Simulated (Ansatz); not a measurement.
Abridged output of a molecular run in Ansatz:

```
Functional definition: HF
1094 factors; integrals over basis functions are off by at most 1.4e-3 eV
mean field evaluation 1: about -13541.9184 eV, gradient 4.0e1 eV
mean field evaluation 2: about -13541.9224 eV, gradient 4.0e1 eV
mean field evaluation 4: about -13545.7218 eV, gradient 3.6e0 eV
mean field evaluation 8: about -13545.7646 eV, gradient 1.2e-4 eV
mean field -13545.76464350 eV, -497.7976689996 hartree, gradient 1.6e-6 eV, S^2 0.000000; 0 other end points of the search recorded, 0 dependent functions left out
9 core orbitals not correlated: weight in the atoms' cores, before any rotation towards them, 1.000 or more for the frozen orbitals, at most 0.000 for the correlated occupied ones
reference -13545.76464350 eV, -497.7976689996 hartree; 15, 15 occupied and 85, 85 virtual orbitals, 1094 factors
second order -19.73778499 eV of doubles, -0.00000000 eV of singles
cycle   1  -20.45602027 eV  change   -7.2e-1 eV  update   9.5e-2
cycle   2  -20.97882879 eV  change   -5.2e-1 eV  update   2.7e-2
cycle   3  -21.08227735 eV  change   -1.0e-1 eV  update   1.3e-2
cycle   4  -21.07810200 eV  change    4.2e-3 eV  update   3.2e-3
cycle   5  -21.07802538 eV  change    7.7e-5 eV  update   1.5e-3
cycle   6  -21.07830346 eV  change   -2.8e-4 eV  update   4.8e-4
cycle   7  -21.07804883 eV  change    2.5e-4 eV  update   1.9e-4
cycle   8  -21.07797525 eV  change    7.4e-5 eV  update   6.4e-5
cycle   9  -21.07798315 eV  change   -7.9e-6 eV  update   2.4e-5
perturbative correction -0.60645722 eV, -0.0222868917 hartree
Total energy: -13567.44908387 eV, -498.5945574851 hartree
```

Its atoms:

```xyz
12

O     1.105    0.918   -1.400
C     0.771   -0.011   -0.396
C     0.239    0.744    0.843
Si   -1.287   -0.343    0.703
N    -0.397   -0.826   -0.690
H     1.382    0.436   -2.184
H     1.653   -0.626   -0.167
H     0.864    0.636    1.728
H     0.106    1.801    0.620
H    -2.625    0.268    0.467
H    -1.469   -1.370    1.769
H    -0.341   -1.628   -1.292
```

Problem. Which basis set was used?
A. def2-TZVPPD
B. def2-SVPD
C. def2-QZVPP
D. def2-SVP

Solution. D. It gives 109 functions.

Problem. Write the keys of the input that set method, charge and spin (a neutral closed shell needs none for the last two).

Solution. 
```yaml
correlation: {method: ccsd_t}
```
